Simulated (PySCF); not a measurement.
C5H7N, SMILES C#C/C=N/CC.

The structure is a stationary point at B3LYP-D3(BJ)/def2-SVP. The structure was generated by enumeration; whether it is a known compound was not checked. Other conformers were not sampled.

The numbers are results of TDA-M06-2X/def2-SVPD run with PySCF, not measurements.

Vertical excitations. The molecule is in vacuum.

```json
[
 {"state": "S1", "energy (eV)": "4.41", "λ (nm)": "281", "f": "0.001", "main pairs": "HOMO−1→LUMO 93 %"},
 {"state": "S2", "energy (eV)": "5.21", "λ (nm)": "238", "f": "0.000", "main pairs": "HOMO−2→LUMO 85 %"},
 {"state": "S3", "energy (eV)": "6.10", "λ (nm)": "203", "f": "0.338", "main pairs": "HOMO→LUMO 75 %"},
 {"state": "S4", "energy (eV)": "6.54", "λ (nm)": "190", "f": "0.000", "main pairs": "HOMO→LUMO+3 47 %, HOMO→LUMO+1 16 %, HOMO→LUMO+4 13 %, HOMO−2→LUMO 10 %"},
 {"state": "S5", "energy (eV)": "7.61", "λ (nm)": "163", "f": "0.100", "main pairs": "HOMO−1→LUMO+1 56 %, HOMO−1→LUMO+3 15 %, HOMO−3→LUMO 9 %"},
 {"state": "S6", "energy (eV)": "7.68", "λ (nm)": "161", "f": "0.035", "main pairs": "HOMO→LUMO+1 64 %, HOMO→LUMO+2 11 %"},
 {"state": "S7", "energy (eV)": "7.90", "λ (nm)": "157", "f": "0.069", "main pairs": "HOMO−3→LUMO 52 %, HOMO−4→LUMO 23 %"},
 {"state": "S8", "energy (eV)": "8.10", "λ (nm)": "153", "f": "0.296", "main pairs": "HOMO−4→LUMO 48 %, HOMO−1→LUMO+1 9 %, HOMO→LUMO+2 8 %"},
 {"state": "S9", "energy (eV)": "8.16", "λ (nm)": "152", "f": "0.084", "main pairs": "HOMO−2→LUMO+1 59 %, HOMO−2→LUMO+2 24 %"},
 {"state": "S10", "energy (eV)": "8.23", "λ (nm)": "151", "f": "0.087", "main pairs": "HOMO−1→LUMO+3 57 %, HOMO−1→LUMO+4 11 %"},
 {"state": "T1", "energy (eV)": "3.73", "λ (nm)": "332", "f": "0", "main pairs": "HOMO−1→LUMO 89 %"},
 {"state": "T2", "energy (eV)": "4.02", "λ (nm)": "308", "f": "0", "main pairs": "HOMO→LUMO 90 %"},
 {"state": "T3", "energy (eV)": "5.10", "λ (nm)": "243", "f": "0", "main pairs": "HOMO−2→LUMO 90 %"},
 {"state": "T4", "energy (eV)": "5.77", "λ (nm)": "215", "f": "0", "main pairs": "HOMO−2→LUMO+3 28 %, HOMO−3→LUMO 21 %, HOMO−4→LUMO 11 %, HOMO−2→LUMO+4 10 %"}
]
```
Triplets are in the Tamm–Dancoff approximation.
